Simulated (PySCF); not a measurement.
Species: tetramethylcyclopentadiene, C9H14.
SMILES: `CC1=C(C)C(C)=C(C)C1`

Computed with PySCF at PBE0/pcSseg-1, non-relativistic, on one gas-phase PBE0-D3(BJ)/def2-SVP geometry that isn't relaxed in the solvent. The solvent is an IEF-PCM continuum (cavity from Bondi-type radii × 1.2). The model holds no explicit solvent molecules, cavitation or dispersion.

| run | E − E(gas) (kcal/mol) | HOMO (eV) | HOMO–LUMO gap (eV) | dipole (D) |
| --- | --- | --- | --- | --- |
| gas | 0.00 | -5.49 | 5.43 | 0.15 |
| P | -2.68 | -5.57 | 5.48 | 0.27 |
| Q | -1.82 | -5.52 | 5.46 | 0.22 |

**Question.** The runs were made in chloroform and dimethylsulfoxide. Which run belongs to which solvent?

**Answer.** P = dimethylsulfoxide, Q = chloroform. The dielectric constants are 4.711 (chloroform), 46.83 (dimethylsulfoxide), and the energy falls further as ε rises. In this model the ground state sees the solvent through ε alone.

**Question.** How constant is the ratio of the lowering to (ε − 1)/(2ε + 1)?

**Answer.** 
```json
{"solvent": "chloroform", "(ε − 1)/(2ε + 1)": "0.356", "E − E(gas) (kcal/mol)": "-1.82", "ratio (kcal/mol)": "-5.1", "polarisation term (kcal/mol)": "-1.97"}
{"solvent": "dimethylsulfoxide", "(ε − 1)/(2ε + 1)": "0.484", "E − E(gas) (kcal/mol)": "-2.68", "ratio (kcal/mol)": "-5.5", "polarisation term (kcal/mol)": "-3.00"}
```

The ratio changes by +8.2 % in size from chloroform to dimethylsulfoxide. The polarisation term is half the interaction of the solute with the induced surface charges.
